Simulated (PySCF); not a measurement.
B3LYP has the VWN-RPA correlation part, as in Gaussian. 

**[Zn(Br)2] (charge 0, multiplicity 1)**

All values below come from B3LYP-D3(BJ)/def2-TZVP // BP86-D3(BJ)/def2-SVP in PySCF 2.14.0.

```json
{
 "HOMO": "-8.30 eV",
 "dipole_moment": "0.00 D",
 "HOMO–LUMO gap": "6.13 eV",
 "LUMO": "-2.18 eV",
 "charge on the central atom (Mulliken)": "0.51 e",
 "charge on the central atom (meta-Löwdin)": "1.17 e",
 "total_energy": "-6927.9388 Ha",
 "cost": "very roughly 70 core-seconds"
}
```

Bonds (Å): Zn1–Br2 2.236, Zn1–Br3 2.236. Angles (°): Br2–Zn1–Br3 180.0.
Charge 0, spin multiplicity 1.
